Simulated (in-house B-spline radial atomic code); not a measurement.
Computed with a B-spline radial atomic code. Model: two electrons, singlet ground state, non-relativistic, full CI in B-splines with partial waves to l = 8 (at full coupling up to 3e-4 hartree above the limit, correlation up to 0.6 % small), density held at that of full coupling by Lieb maximisation.

W(λ) is the mean repulsion in the state of coupling λ less the Hartree energy of the fixed density. Its start is exact exchange, its initial slope is twice the second-order Görling-Levy correlation energy, and its area from 0 to 1 is E_xc. A straight curve means weak, dynamic correlation, and a curve that drops fast and flattens means strong correlation.

Command:
```bash
python run_ac.py task.json out
```
Settings (lengths in bohr, energies in hartree):
```
potential              ball
strength               1
lmax                   8
wall_radius            6.95
```

Run time, properties included: 3 s on 1 thread of Intel(R) Xeon(R) Processor @ 2.30GHz (shared host).

**W = mean repulsion less Hartree energy, and W of three functionals.**

Given: confinement empty hard sphere; hard wall radius 6.95 bohr; external potential zero inside.

Computed: PBE exchange minus exact 7.7659 millihartree; SCAN exchange minus exact -5.3331 millihartree.

```csv
coupling,W xc (hartree),W xc minus exchange (millihartree),kinetic minus Kohn-Sham (millihartree),LDA (PW92) W minus its exchange (millihartree),PBE W minus its exchange (millihartree),SCAN W minus its exchange (millihartree)
0,-0.23513,0,0,0,0,0
0.02,-0.23753,-2.397,0.02,-8.72,-4.39,-1.92
0.05,-0.24093,-5.795,0.14,-16.76,-9.5,-4.6
0.12,-0.24802,-12.889,0.74,-29.7,-18.74,-10.26
0.25,-0.25863,-23.505,2.67,-45.65,-31.22,-19.09
0.4,-0.26783,-32.695,5.62,-58.38,-41.75,-27.31
0.6,?,?,?,?,?,?
0.8,?,?,?,?,?,?
1,-0.28788,-52.752,18.75,-86.95,-66.66,-48.36
1.4,-0.29464,-59.507,26.75,-97.73,-76.4,-56.7
2,-0.30098,-65.849,37.38,-108.82,-86.54,-65.07
3,-0.30713,-71.999,52.46,-120.68,-97.51,-73.33
4.5,-0.31228,-77.147,71.39,-131.55,-107.64,-79.87
7,-0.31696,-81.826,97.68,-142.12,-117.58,-85.05
10,-0.32016,-85.028,124.49,-149.67,-124.71,-87.98
```

(1) What belongs in the row 0.6?

(2) What belongs in the row 0.8?

(3) What is the LDA exchange minus exact?

**Energy parts, natural occupations and partial-wave weights.**

Computed: total energy 0.4160 hartree; exchange energy -0.23513 hartree; correlation energy -0.034007 hartree; kinetic part of the DFT correlation energy 0.018745 hartree; initial slope twice GL2 -0.12249 hartree; kinetic part over minus potential part 0.35534; Lieb Oxford ratio E_xc over LDA exchange 1.3042.

```tsv
natural	occupation of the shell (electrons)
s	1.8139
p	0.18196
s	0.0026763
d	0.00103
p	?
f	0.00012172
```

(4) What belongs in the row p?

```tsv
wave	weight
s	0.90831
p	0.091068
d	?
f	6.5244e-05
g	1.4386e-05
```

(5) What belongs in the row d?

(6) What is the Kohn-Sham kinetic?

(7) What is the Hartree energy?

## Answers

(1) W xc (hartree): -0.27669; W xc minus exchange (millihartree): -41.562; kinetic minus Kohn-Sham (millihartree): 10.01; LDA (PW92) W minus its exchange (millihartree): -70.63; PBE W minus its exchange (millihartree): -52.25; SCAN W minus its exchange (millihartree): -35.99.

(2) W xc (hartree): -0.28308; W xc minus exchange (millihartree): -47.949; kinetic minus Kohn-Sham (millihartree): 14.44; LDA (PW92) W minus its exchange (millihartree): -79.76; PBE W minus its exchange (millihartree): -60.26; SCAN W minus its exchange (millihartree): -42.83.

(3) 28.762 millihartree.

(4) occupation of the shell (electrons): 0.00016957.

(5) weight: 0.00053021.

(6) 0.21484 hartree.

(7) 0.47026 hartree.

Half-way to full coupling W has made 70 % of its drop, against 50 % for a straight line, and second-order (GL2) theory, half the initial slope, overshoots the correlation energy by about 80 %: correlation is strong. Over couplings 0 to 1 the errors in E_xc come to about +3.2 millihartree for LDA, -1.7 millihartree for PBE, -0.9 millihartree for SCAN, so SCAN is nearest. In LDA and PBE and SCAN the errors of exchange and correlation have opposite signs, so the sum is smaller than the larger of the two.
